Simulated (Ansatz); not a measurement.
```yaml
crystal:
  periodic: [false, false, false]
  atoms:
    - {symbol: Ce, position_ang: [0.003045, 0.000703, -0.000965]}
    - {symbol: O, position_ang: [0.168452, 0.192792, 2.341937]}
    - {symbol: H, position_ang: [0.148393, 0.980265, 2.867975]}
    - {symbol: H, position_ang: [0.268810, -0.499094, 2.981039]}
    - {symbol: O, position_ang: [-0.172720, -0.190783, -2.343411]}
    - {symbol: H, position_ang: [-0.276147, 0.501376, -2.981760]}
    - {symbol: H, position_ang: [-0.156925, -0.978144, -2.869809]}
    - {symbol: O, position_ang: [2.346440, 0.171907, -0.183953]}
    - {symbol: H, position_ang: [2.982292, 0.272990, 0.510854]}
    - {symbol: H, position_ang: [2.875814, 0.156724, -0.969320]}
    - {symbol: O, position_ang: [-2.340052, -0.174781, 0.180190]}
    - {symbol: H, position_ang: [-2.870534, -0.157147, 0.964741]}
    - {symbol: H, position_ang: [-2.974577, -0.281412, -0.514943]}
    - {symbol: O, position_ang: [-0.180365, 2.343785, -0.175782]}
    - {symbol: H, position_ang: [-0.965152, 2.873788, -0.154805]}
    - {symbol: H, position_ang: [0.514209, 2.979053, -0.281952]}
    - {symbol: O, position_ang: [0.180777, -2.342227, 0.180826]}
    - {symbol: H, position_ang: [-0.516197, -2.975639, 0.281920]}
    - {symbol: H, position_ang: [0.964436, -2.874166, 0.167219]}
basis:
  gaussian: {orbitals: def2-SVP}
total_charge: 4
hamiltonian: {xc: {name: RPBE}, dispersion: d3bjatm}
scf: {omitted_lower_state_checks: [starts]}
output: {forces: true}
```

```sh
$ ansatz run in.yaml --threads 4 --pin off --events-out ev --progress --plain --max-ram 6963MiB
```

It prints (some lines left out):

```
Functional definition: RPBE
2210 factors; their error is unknown
mean field evaluation 1: about -25256.2209 eV, gradient 2.4e2 eV
mean field evaluation 2: about -22035.7587 eV, gradient 1.6e3 eV
mean field evaluation 4: about -25130.3404 eV, gradient 3.8e2 eV
mean field evaluation 8: about -25351.8356 eV, gradient 1.2e0 eV
mean field -25351.81187986 eV, -931.6619025096 hartree, gradient 1.6e-5 eV, S^2 0.000000; 0 other end points of the search recorded, 0 dependent functions left out
reference -25351.81199322 eV, -931.6619066755 hartree; 43, 43 occupied and 179, 179 virtual orbitals, 2210 factors
Total energy: -25353.93639618 eV, -931.7399770444 hartree
Atom 0 at     0.003045     0.000703    -0.000965 Å, force     0.000772     0.000218    -0.000717 eV/Å
Atom 1 at     0.168452     0.192792     2.341937 Å, force    -0.199983    -0.233148    -2.844497 eV/Å
Atom 2 at     0.148393     0.980265     2.867975 Å, force    -0.065252     2.227385     1.335950 eV/Å
Atom 3 at     0.268810    -0.499094     2.981039 Å, force     0.275828    -1.982247     1.657675 eV/Å
Atom 4 at    -0.172720    -0.190783    -2.343411 Å, force     0.212289     0.231674     2.844138 eV/Å
Atom 5 at    -0.276147     0.501376    -2.981760 Å, force    -0.280809     1.982872    -1.655369 eV/Å
Atom 6 at    -0.156925    -0.978144    -2.869809 Å, force     0.058587    -2.226313    -1.336707 eV/Å
Atom 7 at     2.346440     0.171907    -0.183953 Å, force    -2.846386    -0.208753     0.221523 eV/Å
Atom 8 at     2.982292     0.272990     0.510854 Å, force     1.648262     0.275394     1.989196 eV/Å
Atom 9 at     2.875814     0.156724    -0.969320 Å, force     1.345646    -0.056790    -2.222763 eV/Å
Atom 10 at    -2.340052    -0.174781     0.180190 Å, force     2.843811     0.213959    -0.217225 eV/Å
Atom 11 at    -2.870534    -0.157147     0.964741 Å, force    -1.348198     0.064118     2.219642 eV/Å
Atom 12 at    -2.974577    -0.281412    -0.514943 Å, force    -1.645288    -0.288026    -1.990300 eV/Å
Atom 13 at    -0.180365     2.343785    -0.175782 Å, force     0.221631    -2.845521     0.211114 eV/Å
Atom 14 at    -0.965152     2.873788    -0.154805 Å, force    -2.221968     1.347189     0.068208 eV/Å
Atom 15 at     0.514209     2.979053    -0.281952 Å, force     1.987964     1.646494    -0.290446 eV/Å
Atom 16 at     0.180777    -2.342227     0.180826 Å, force    -0.212972     2.845272    -0.216842 eV/Å
Atom 17 at    -0.516197    -2.975639     0.281920 Å, force    -1.993486    -1.641946     0.277124 eV/Å
Atom 18 at     0.964436    -2.874166     0.167219 Å, force     2.219551    -1.351830    -0.049703 eV/Å
Dipole moment:    -0.003471    -0.000939     0.000559 e Å
Checks for a lower state left out: starts
```

It took 2.2 s on 4 threads of AMD EPYC 9R45 on a shared host.

In the def2 sets Ce takes a core potential; there is no spin–orbit coupling. With an open 4f shell the SCF may have ended on a state above the lowest.

The dipole of an ion depends on the origin.
